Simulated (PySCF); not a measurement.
AlFH4O2SSi, SMILES [OH][Al]([OH])[S][SiH2]F. Atoms are numbered in the order given.

```xyz
10

Si    -1.8021    -0.3873     0.0955
F     -0.6135    -0.6492    -1.1501
S     -0.5424     0.6084     1.4209
Al     0.9652     0.1007    -0.2352
O      1.5750     1.3609    -1.2044
O      1.9210    -1.2703     0.0811
H     -2.2682    -1.7504     0.4404
H     -2.8673     0.3870    -0.5858
H      1.2629     2.2687    -1.2174
H      2.7865    -1.4080    -0.3134
```

Coordinates come from a B3LYP-D3(BJ)/def2-SVP optimisation. The structure was generated by enumeration; whether it is a known compound was not checked. One conformer was computed; it need not be the lowest.

Two levels are set side by side: PBE/pcSseg-1 (PySCF) and B3LYP/pcSseg-1 (PySCF). GIAO shifts against CFCl3 (¹⁹F), H2O (¹⁷O), H2S (³³S), TMS (²⁹Si), TMS (¹H) at the same level; non-relativistic, no solvent, atoms listed together averaged. Differences are taken from unrounded values.

```tsv
quantity	B3LYP	PBE	PBE minus B3LYP
δ(²⁹Si) of Si1 (ppm)	47.6	51.3	3.7
δ(¹⁹F) of F2 (ppm)	-151.9	-166.8	-14.9
δ(³³S) of S3 (ppm)	-38.4	-10.1	28.2
δ(¹H) of H7, H8 (ppm)	6.16	6.49	0.33
```

Rough cost on one machine, each run with all the roots and properties that it gave: B3LYP against PBE within a factor of 2.
